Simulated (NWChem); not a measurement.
System: CHBClF3O; SMILES OB(Cl)C(F)(F)F

NWChem input:

```
start job
memory heap 200 mb stack 900 mb global 1100 mb
geometry units angstroms noautoz
  B     -0.475009     0.611373     0.001573
  C      0.119853    -0.891404     0.000578
  F      0.861579    -1.145660    -1.079426
  F     -0.898785    -1.782856     0.001234
  F      0.862932    -1.145803     1.079697
  Cl     0.616950     1.969727    -0.003801
  O     -1.795165     0.794257     0.006623
  H     -2.280075    -0.042592     0.008736
end
basis spherical
  * library def2-svp
end
dft
  xc r2scan
  grid fine
  iterations 150
  mulliken
end
task dft gradient
```

NWChem printed, in part:

```
             Northwest Computational Chemistry Package (NWChem) 7.3.0
             --------------------------------------------------------

 C1  symmetry detected

                             Geometry "geometry" -> ""
                             -------------------------

 Output coordinates in angstroms (scale by  1.889725989 to convert to a.u.)

  No.       Tag          Charge          X              Y              Z
 ---- ---------------- ---------- -------------- -------------- --------------
    1 B                    5.0000    -0.50033571     0.57244780    -0.00009837
    2 C                    6.0000     0.17378648    -0.89648371    -0.00004380
    3 F                    9.0000     0.93218197    -1.10969776    -1.07734982
    4 F                    9.0000    -0.79587872    -1.84096404    -0.00413871
    5 F                    9.0000     0.92519146    -1.11205733     1.08176101
    6 Cl                  17.0000     0.51767541     1.98707930    -0.00003613
    7 O                    8.0000    -1.82837317     0.68469947    -0.00006481
    8 H                    1.0000    -2.26798948    -0.17680832    -0.00056507

 Effective nuclear repulsion energy (a.u.)     378.8562283915

                                 NWChem DFT Module
                                 -----------------

 Summary of "ao basis" -> "ao basis" (spherical)
 ------------------------------------------------------------------------------
       Tag                 Description            Shells   Functions and Types
 ---------------- ------------------------------  ------  ---------------------
 B                          def2-svp                 6       14   3s2p1d
 C                          def2-svp                 6       14   3s2p1d
 F                          def2-svp                 6       14   3s2p1d
 Cl                         def2-svp                 8       18   4s3p1d
 O                          def2-svp                 6       14   3s2p1d
 H                          def2-svp                 3        5   2s1p

            General Information
            -------------------
          SCF calculation type: DFT
          Wavefunction type:  closed shell.
          No. of atoms     :     8
          No. of electrons :    64
           Alpha electrons :    32
            Beta electrons :    32
          Charge           :     0
          Spin multiplicity:     1
          Use of symmetry is: off; symmetry adaption is: off
          Maximum number of iterations: 150
          AO basis - number of functions:   107
                     number of shells:    47
          Convergence on energy requested:  1.00D-06
          Convergence on density requested:  1.00D-05
          Convergence on gradient requested:  5.00D-04

              XC Information
              --------------
                      r^2SCAN Method XC Functional
               r^2SCAN metaGGA Exchange Functional  1.000
                     r^2SCAN Correlation Potential  1.000

             Grid Information
             ----------------
          Grid used for XC integration:  fine
          Radial quadrature: Mura-Knowles
          Angular quadrature: Lebedev.
          Tag              B.-S. Rad. Rad. Pts. Rad. Cut. Ang. Pts.
          ---              ---------- --------- --------- ---------
          B                   0.85       70           8.0       590
          C                   0.70       70           8.0       590
          F                   0.50       70          10.0       590
          Cl                  1.00      123          10.0       770
          O                   0.60       70           8.0       590
          H                   0.35       60          10.0       590
          Grid pruning is: on
          Number of quadrature shells:   603
          Spatial weights used:  Erf1

      Superposition of Atomic Density Guess
      -------------------------------------

 Sum of atomic energies:        -894.52029138

      Non-variational initial energy
      ------------------------------

 Total energy =    -896.757663
 1-e energy   =   -1993.614726
 2-e energy   =     718.000835
 HOMO         =      -0.357436
 LUMO         =       0.044161

     ---------------------------------------------
      Total Density - Mulliken Population Analysis
     ---------------------------------------------

    Atom       Charge   Shell Charges
 -----------   ------   -------------------------------------------------------
    1 B    5     4.53   1.99  0.88  0.12  1.16  0.24  0.14
    2 C    6     4.82   1.99  0.85  0.21  1.28  0.37  0.13
    3 F    9     9.41   1.99  1.14  0.77  3.46  2.05  0.00
    4 F    9     9.43   1.99  1.14  0.77  3.46  2.07  0.00
    5 F    9     9.41   1.99  1.14  0.77  3.46  2.05  0.00
    6 Cl  17    17.26   2.00  1.99  1.22  0.69  5.94  2.16  3.24  0.01
    7 O    8     8.48   1.99  1.11  0.55  3.08  1.74  0.01
    8 H    1     0.65   0.52  0.07  0.06

   convergence    iter        energy       DeltaE   RMS-Dens  Diis-err
 ---------------- ----- ----------------- --------- --------- ---------
 d= 0,ls=0.0,diis     1   -897.7057859042 -1.28D+03  1.85D-02  1.91D+00
 d= 0,ls=0.0,diis     2   -897.3500114527  3.56D-01  1.15D-02  6.10D+00
 d= 0,ls=0.0,diis     3   -897.9092618177 -5.59D-01  2.13D-03  6.02D-02
 d= 0,ls=0.0,diis     4   -897.9109873585 -1.73D-03  1.11D-03  4.11D-02
 d= 0,ls=0.0,diis     5   -897.9149117647 -3.92D-03  2.34D-04  2.14D-03
  Resetting Diis
 d= 0,ls=0.0,diis     6   -897.9150952169 -1.83D-04  4.26D-05  2.93D-05
 d= 0,ls=0.0,diis     7   -897.9150985063 -3.29D-06  1.42D-05  1.28D-06
 d= 0,ls=0.0,diis     8   -897.9150983681  1.38D-07  8.09D-06  2.99D-06

         Total DFT energy =     -897.915098368116
      One electron energy =    -1995.168588183334
           Coulomb energy =      796.337103264741
    Exchange-Corr. energy =      -77.939841841005
 Nuclear repulsion energy =      378.856228391482

 Numeric. integr. density =       64.000001465447

                       DFT Final Molecular Orbital Analysis
                       ------------------------------------

 Vector   30  Occ=2.000000D+00  E=-3.311011D-01
              MO Center=  1.6D-02,  6.4D-01, -2.4D-04, r^2= 3.7D+00
   Bfn.  Coefficient  Atom+Function         Bfn.  Coefficient  Atom+Function
  ----- ------------  ---------------      ----- ------------  ---------------
    81      0.397490  6 Cl px                78      0.307613  6 Cl px
    93      0.237369  7 O  py                33      0.224995  3 F  py
    61      0.224411  5 F  py                 5      0.212246  1 B  py
    75      0.178791  6 Cl px                17      0.175822  2 C  s
    19      0.174139  2 C  py                36     -0.151052  3 F  py

 Vector   31  Occ=2.000000D+00  E=-3.201270D-01
              MO Center=  6.9D-02,  1.7D+00, -3.0D-05, r^2= 2.1D+00
   Bfn.  Coefficient  Atom+Function         Bfn.  Coefficient  Atom+Function
  ----- ------------  ---------------      ----- ------------  ---------------
    83      0.577209  6 Cl pz                80      0.432439  6 Cl pz
    94     -0.286339  7 O  pz                77      0.251552  6 Cl pz
    97     -0.213942  7 O  pz                 6     -0.041348  1 B  pz
    33     -0.039422  3 F  py                61      0.039349  5 F  py
    13     -0.034144  1 B  d  1               9      0.030246  1 B  pz

 Vector   32  Occ=2.000000D+00  E=-2.993910D-01
              MO Center=  2.2D-01,  9.6D-01,  1.1D-04, r^2= 3.3D+00
   Bfn.  Coefficient  Atom+Function         Bfn.  Coefficient  Atom+Function
  ----- ------------  ---------------      ----- ------------  ---------------
    82     -0.364601  6 Cl py                81      0.340418  6 Cl px
    79     -0.279420  6 Cl py                17     -0.262172  2 C  s
    78      0.262960  6 Cl px                19     -0.216755  2 C  py
    47     -0.176548  4 F  py                 5     -0.170168  1 B  py
    76     -0.161264  6 Cl py                75      0.151517  6 Cl px

 Vector   33  Occ=0.000000D+00  E=-5.718829D-02
              MO Center= -4.1D-01,  4.8D-01, -3.2D-04, r^2= 2.4D+00
   Bfn.  Coefficient  Atom+Function         Bfn.  Coefficient  Atom+Function
  ----- ------------  ---------------      ----- ------------  ---------------
     6      0.609544  1 B  pz                 9     -0.411705  1 B  pz
    83      0.298001  6 Cl pz                94      0.292018  7 O  pz
    97      0.280033  7 O  pz                23     -0.219619  2 C  pz
    80      0.166014  6 Cl pz                20     -0.153133  2 C  pz
    31     -0.146945  3 F  s                 59      0.147607  5 F  s

[...]

                         DFT ENERGY GRADIENTS

    atom               coordinates                        gradient
                 x          y          z           x          y          z
   1 B      -0.945497   1.081769  -0.000186   -0.002218   0.002754   0.000010
   2 C       0.328409  -1.694109  -0.000083    0.003687  -0.010075   0.000020
   3 F       1.761568  -2.097025  -2.035896   -0.004927   0.001447   0.006734
   4 F      -1.503993  -3.478918  -0.007821    0.006110   0.006535   0.000026
   5 F       1.748358  -2.101484   2.044232   -0.004906   0.001458  -0.006782
   6 Cl      0.978265   3.755035  -0.000068   -0.001751  -0.001675  -0.000009
   7 O      -3.455124   1.293894  -0.000122    0.002686  -0.002890   0.000000
   8 H      -4.285879  -0.334119  -0.001068    0.001320   0.002447   0.000000
```

Level: r2SCAN/def2-SVP. Coordinates come from a PBE0/def2-SVP optimisation.
